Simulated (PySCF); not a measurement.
PySCF input file for CH8O2Si3, SMILES [Si@H]1(C)O[SiH2][Si@@H]1O, B3LYP-D3(BJ)/def2-SVP. Geometry optimised at B3LYP-D3(BJ)/def2-SVP. The structure was generated by enumeration; whether it is a known compound was not checked. Other conformers were not sampled.

```python
import numpy as np
from pyscf import gto, scf, dft, df
from pyscf.hessian import thermo

mol = gto.M(
    atom='''
    C     2.53411868   -0.72061788   -1.02817165
    Si    1.26140025   -0.10580403    0.20389843
    O     0.68735660    1.43577431   -0.24517558
    Si   -1.01189237    1.48039464   -0.29401117
    Si   -0.99108372   -0.87434276    0.06401553
    O    -1.81518707   -1.62787720    1.31531556
    H     2.09999811   -0.79435971   -2.03731631
    H     3.39285587   -0.03073810   -1.07056034
    H     2.90599086   -1.71599176   -0.73483810
    H     1.86561876   -0.05480763    1.57082508
    H    -1.56206338    2.33904823    0.79848417
    H    -1.47821828    2.03488491   -1.59875731
    H    -1.29686644   -1.69189733   -1.14384709
    H    -1.72732227   -1.22907812    2.18928111
    ''',
    basis='def2-SVP',
    charge=0,
    spin=0,
    max_memory=1600,
    verbose=3,
)
mf = dft.RKS(mol, xc='b3lyp').density_fit(auxbasis='def2-universal-jkfit')
mf.disp = 'd3bj'
mf.grids.level = 3
mf.conv_tol = 1e-11
mf.max_cycle = 100
mf.kernel()

# [left out here: the lines that compute and print the analytic Hessian (its translational invariance restored by hand, since the grid's response is missing), thermochemistry and intensities]
```

It prints:

```
[...]
Normal mode                   x     y     z       x     y     z       x     y     z
       0   C                -0.01 -0.01  0.04    0.03  0.04  0.03    0.01  0.03 -0.01
       1  Si                 0.02 -0.00 -0.03   -0.01 -0.03 -0.01   -0.02 -0.01 -0.00
       2   O                 0.01 -0.00  0.02    0.04  0.03 -0.00    0.11 -0.02  0.01
       3  Si                -0.01 -0.00 -0.01   -0.03 -0.01 -0.00   -0.05 -0.01  0.00
       4  Si                -0.00  0.01 -0.01   -0.05 -0.05  0.05    0.00  0.02  0.03
       5   O                -0.05 -0.06  0.06    0.07  0.07 -0.06   -0.00 -0.03 -0.05
       6   H                -0.12  0.08  0.08   -0.17  0.00  0.12   -0.00 -0.07 -0.00
       7   H                -0.06  0.05  0.00    0.11 -0.08 -0.17    0.09 -0.07 -0.07
       8   H                 0.05 -0.02 -0.08   -0.10 -0.02  0.00   -0.11  0.01  0.08
       9   H                -0.11  0.02  0.02    0.17  0.12 -0.09    0.02  0.31 -0.03
      10   H                 0.05 -0.00  0.02    0.07  0.13 -0.06    0.01  0.06 -0.02
      11   H                 0.01  0.05  0.01    0.08  0.19  0.03    0.02  0.05  0.00
      12   H                 0.41  0.31 -0.32    0.24  0.26 -0.24   -0.21 -0.27  0.28
      13   H                 0.35  0.43 -0.19   -0.09 -0.12  0.03    0.30  0.35 -0.24
Mode                                21                  22                  23
Irrep
Freq [cm^-1]                      900.4104            909.3686            915.9368
Reduced mass [au]                   2.4345              1.2974              2.1569
Force const [Dyne/A]                1.1629              0.6321              1.0661
Char temp [K]                    1295.4901           1308.3790           1317.8292
Normal mode                   x     y     z       x     y     z       x     y     z
       0   C                 0.01  0.03 -0.01   -0.07  0.00 -0.06    0.00 -0.02  0.00
       1  Si                -0.02 -0.00 -0.00    0.05 -0.01  0.00   -0.02  0.06 -0.01
       2   O                 0.10 -0.04  0.02    0.01 -0.00  0.01    0.08 -0.11  0.03
       3  Si                -0.05 -0.00  0.00   -0.00 -0.00 -0.00   -0.01  0.04 -0.01
       4  Si                 0.03  0.03 -0.06   -0.02 -0.02  0.02   -0.02 -0.02  0.02
       5   O                -0.04 -0.02  0.10    0.02  0.02 -0.02    0.03  0.03 -0.03
       6   H                 0.00 -0.06 -0.00    0.29 -0.10 -0.20    0.00  0.04 -0.00
       7   H                 0.08 -0.07 -0.06   -0.08  0.04  0.26   -0.03  0.03  0.01
       8   H                -0.09  0.01  0.07   -0.04  0.09  0.20    0.07 -0.01 -0.07
       9   H                 0.02  0.32 -0.03   -0.54  0.27  0.25   -0.02 -0.12 -0.00
      10   H                 0.02  0.04 -0.01   -0.10  0.07 -0.09   -0.25 -0.33  0.15
      11   H                -0.00  0.01 -0.01   -0.11  0.09  0.07   -0.26 -0.34 -0.06
      12   H                 0.12  0.07 -0.12    0.14  0.05 -0.07    0.09  0.07 -0.08
      13   H                -0.26 -0.28  0.24   -0.02 -0.04  0.01   -0.02 -0.02 -0.01
Mode                                24                  25                  26
Irrep
Freq [cm^-1]                      971.6804           1265.8809           1425.0504
Reduced mass [au]                   1.1103              1.2562              1.0492
Force const [Dyne/A]                0.6177              1.1860              1.2554
Char temp [K]                    1398.0318           1821.3208           2050.3302
Normal mode                   x     y     z       x     y     z       x     y     z
       0   C                 0.01 -0.01  0.01    0.09 -0.04 -0.08   -0.04 -0.02 -0.04
       1  Si                -0.02  0.02 -0.00   -0.01  0.00  0.00   -0.00 -0.00 -0.00
       2   O                 0.01 -0.04  0.01    0.00 -0.00  0.00    0.00  0.00  0.00
       3  Si                 0.03 -0.02  0.00    0.00  0.00  0.00   -0.00 -0.00 -0.00
       4  Si                 0.00  0.01 -0.01    0.00  0.00 -0.00    0.00  0.00  0.00
       5   O                -0.01 -0.01  0.01    0.00  0.00  0.00   -0.00 -0.00  0.00
       6   H                -0.04  0.03  0.03   -0.45  0.17  0.15   -0.25  0.35  0.04
       7   H                 0.00  0.00 -0.04   -0.20  0.33  0.32    0.29 -0.40  0.14
       8   H                 0.03 -0.02 -0.06   -0.31 -0.03  0.41    0.53  0.31  0.34
       9   H                 0.09 -0.10 -0.05    0.02 -0.01  0.00    0.02  0.01 -0.01
      10   H                -0.40  0.29 -0.44   -0.00  0.00 -0.00    0.00  0.00 -0.00
      11   H                -0.43  0.37  0.32   -0.00 -0.00  0.00    0.00  0.00  0.00
      12   H                 0.01 -0.04  0.03   -0.00 -0.00 -0.00   -0.00 -0.00  0.00
      13   H                 0.01  0.01  0.00   -0.00 -0.00  0.00    0.00  0.00 -0.00
Mode                                27                  28                  29
Irrep
Freq [cm^-1]                     1431.6631           2187.7107           2197.9634
Reduced mass [au]                   1.0503              1.0400              1.0392
Force const [Dyne/A]                1.2683              2.9327              2.9581
Char temp [K]                    2059.8445           3147.6286           3162.3799
Normal mode                   x     y     z       x     y     z       x     y     z
       0   C                 0.00  0.05 -0.03    0.00  0.00 -0.00   -0.00 -0.00  0.00
       1  Si                 0.00  0.00 -0.00    0.01  0.00  0.03   -0.00  0.00 -0.01
       2   O                -0.00 -0.00  0.00    0.00 -0.00  0.00    0.00 -0.00  0.00
       3  Si                 0.00  0.00  0.00    0.00 -0.01 -0.00    0.01 -0.02 -0.02
       4  Si                -0.00 -0.00  0.00   -0.00 -0.00 -0.00    0.00  0.00 -0.00
       5   O                 0.00  0.00  0.00    0.00  0.00 -0.00   -0.00 -0.00  0.00
       6   H                -0.31 -0.58  0.16   -0.01  0.00  0.01    0.00 -0.00 -0.00
       7   H                 0.17 -0.13  0.56    0.00  0.00 -0.00   -0.00 -0.00 -0.00
       8   H                 0.11 -0.01 -0.34   -0.00 -0.00  0.01    0.00  0.00 -0.00
       9   H                -0.00 -0.02 -0.00   -0.37 -0.03 -0.84    0.13  0.01  0.30
      10   H                -0.00 -0.00 -0.00   -0.11  0.18  0.23   -0.34  0.52  0.68
      11   H                -0.00 -0.00  0.00   -0.03  0.03 -0.11   -0.04  0.03 -0.11
      12   H                 0.00 -0.00 -0.00    0.01  0.01  0.02    0.00  0.00  0.01
      13   H                -0.00 -0.00  0.00    0.00 -0.00 -0.00    0.00  0.00  0.00
Mode                                30                  31                  32
Irrep
Freq [cm^-1]                     2208.2403           2218.1459           3027.7649
Reduced mass [au]                   1.0435              1.0431              1.0348
Force const [Dyne/A]                2.9979              3.0238              5.5891
Char temp [K]                    3177.1661           3191.4181           4356.2795
Normal mode                   x     y     z       x     y     z       x     y     z
       0   C                -0.00  0.00  0.00   -0.00  0.00  0.00    0.04 -0.02 -0.03
       1  Si                -0.00  0.00 -0.00    0.00 -0.00  0.00   -0.00  0.00  0.00
       2   O                -0.00 -0.00  0.00   -0.00 -0.00  0.00    0.00 -0.00  0.00
       3  Si                 0.01 -0.01  0.03   -0.00  0.01 -0.02   -0.00  0.00 -0.00
       4  Si                -0.00 -0.01 -0.01   -0.01 -0.02 -0.02   -0.00 -0.00 -0.00
       5   O                -0.00 -0.00  0.00    0.00  0.00 -0.00    0.00  0.00  0.00
       6   H                -0.00 -0.00 -0.00   -0.00 -0.00  0.00    0.22  0.03  0.48
       7   H                -0.00 -0.00  0.00   -0.00  0.00  0.00   -0.45 -0.38  0.01
       8   H                 0.00 -0.00 -0.00   -0.00 -0.00  0.00   -0.19  0.53 -0.16
       9   H                 0.03  0.00  0.07   -0.01 -0.00 -0.02    0.00 -0.00 -0.00
      10   H                 0.05 -0.09 -0.08   -0.02  0.03  0.04    0.00 -0.00 -0.00
      11   H                -0.27  0.31 -0.75    0.14 -0.17  0.39    0.00 -0.00  0.00
      12   H                 0.09  0.25  0.37    0.18  0.48  0.70    0.00  0.00  0.00
      13   H                -0.00  0.00 -0.00   -0.00 -0.00 -0.00   -0.00 -0.00 -0.00
Mode                                33                  34                  35
Irrep
Freq [cm^-1]                     3120.0523           3128.1592           3867.9199
Reduced mass [au]                   1.1024              1.1030              1.0671
Force const [Dyne/A]                6.3229              6.3591              9.4059
Char temp [K]                    4489.0606           4500.7246           5565.0755
Normal mode                   x     y     z       x     y     z       x     y     z
       0   C                 0.03  0.08 -0.01    0.06 -0.01  0.07    0.00  0.00  0.00
       1  Si                 0.00  0.00 -0.00    0.00 -0.00  0.00   -0.00 -0.00 -0.00
       2   O                 0.00 -0.00  0.00   -0.00  0.00 -0.00    0.00  0.00  0.00
       3  Si                 0.00 -0.00 -0.00   -0.00 -0.00  0.00    0.00 -0.00 -0.00
       4  Si                -0.00  0.00  0.00   -0.00  0.00  0.00    0.00  0.00 -0.00
       5   O                -0.00 -0.00  0.00    0.00 -0.00 -0.00    0.00  0.02  0.06
       6   H                -0.01  0.01 -0.03   -0.31 -0.06 -0.74   -0.00  0.00  0.00
       7   H                -0.54 -0.42  0.02   -0.25 -0.21  0.02    0.00 -0.00 -0.00
       8   H                 0.23 -0.59  0.18   -0.12  0.35 -0.09    0.00 -0.00 -0.00
       9   H                -0.00 -0.00  0.00   -0.00 -0.00 -0.01    0.00  0.00  0.00
      10   H                -0.00 -0.00  0.00    0.00 -0.00 -0.00   -0.00  0.00  0.00
      11   H                 0.00 -0.00  0.00    0.00  0.00 -0.00   -0.00  0.00 -0.00
      12   H                 0.00 -0.00 -0.00   -0.00 -0.00 -0.00   -0.00 -0.00 -0.00
      13   H                 0.00  0.00  0.00    0.00 -0.00 -0.00   -0.08 -0.39 -0.88
temperature 298.1500 [K]
pressure 101325.00 [Pa]
Rotational constants [GHz] 2.27933 1.52152 1.03473
Symmetry number 1
Zero-point energy (ZPE) 0.09100 [Eh]   238915.594 [J/mol]
                           tot       elec      trans        rot        vib
Entropy [J/mol/K]       398.507      0.000    170.045    120.850    107.611
Cv [J/mol/K]            145.696      0.000     12.472     12.472    120.753
Cp [J/mol/K]            154.011      0.000     20.786     12.472    120.753
Internal energy [J/mol]                      3718.434   3718.434 256847.071
Internal energy [Eh]   -1061.50956  -1061.61023
Enthalpy [J/mol]                             6197.391   3718.434 256847.071
Enthalpy [Eh]          -1061.50862
Gibbs free energy [J/mol]                  -44501.518 -32313.097 224762.704
Gibbs free energy [Eh] -1061.55387
mode   freq/cm-1   IR/(km/mol)
   1       69.70         2.416
   2      106.15         5.248
   3      142.41         1.643
   4      160.52         0.750
   5      178.47         6.875
   6      256.49         0.981
   7      266.62       113.576
   8      332.79         3.904
   9      397.74         7.642
  10      408.15        11.752
  11      463.58         9.402
  12      596.10        30.097
  13      639.51         0.409
  14      692.78         7.538
  15      709.84        22.459
  16      721.24        13.746
  17      747.23        79.808
  18      763.54        24.774
  19      766.80       105.404
  20      849.13       499.484
  21      898.84        45.607
  22      900.41        88.973
  23      909.37       132.160
  24      915.94       234.115
  25      971.68        41.691
  26     1265.88        17.954
  27     1425.05         3.332
  28     1431.66         5.211
  29     2187.71       162.082
  30     2197.96       179.490
  31     2208.24        81.353
  32     2218.15       146.571
  33     3027.76         2.637
  34     3120.05         3.208
  35     3128.16         3.210
  36     3867.92        97.127
max |gradient| / (hartree/bohr): 3.603785204898518e-05
APT charges: [-0.3472  1.1222 -1.047   0.9929  0.8821 -0.8474  0.0229  0.003   0.022
 -0.3091 -0.2842 -0.2743 -0.2444  0.3085]
```

Self-consistency was reached.
